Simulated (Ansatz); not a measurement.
C$_{2}$H$_{7}$O (SMILES C[OH+]C), charge +1, singlet, at a GFN2-xTB geometry. Base run: B3LYP/def2-TZVP (Ansatz, a quantum-chemistry and plane-wave program).

Geometry (Å):
```xyz
10

C      1.1097     0.5492     0.0486
O      0.0335    -0.2677    -0.4783
C     -1.1642    -0.2547     0.3393
H      1.4026     0.2375     1.0519
H      0.7640     1.5823     0.0694
H      1.9560     0.4719    -0.6324
H      0.3483    -1.1913    -0.5699
H     -1.9056    -0.8934    -0.1388
H     -1.5396     0.7678     0.3639
H     -0.9667    -0.6002     1.3547
```
Charge +1, spin multiplicity 1.
All else is at Ansatz's defaults.
Base energy -155.40169 Eh.

Each row names what was changed in the base input (with any setting that the change needs).

```tsv
change	ΔE vs base (mEh)
base	0.000
fitting.mean_field = def2-universal-JKFIT	-0.123
accuracy = high	0.003
nuclear_model = gaussian	0.020
lower_state_search = light	0.000
final_grid = 10, 20, 41	0.000
point_charge = charge:-1.0 position_ang:-2.5729, 3.8699, -2.1289	-97.955
forces = on	0.000
fitting.mean_field = cc-pVTZ-JKFIT	-0.036
lower_state_search = full	0.000
lower_state_search = off	0.000
```
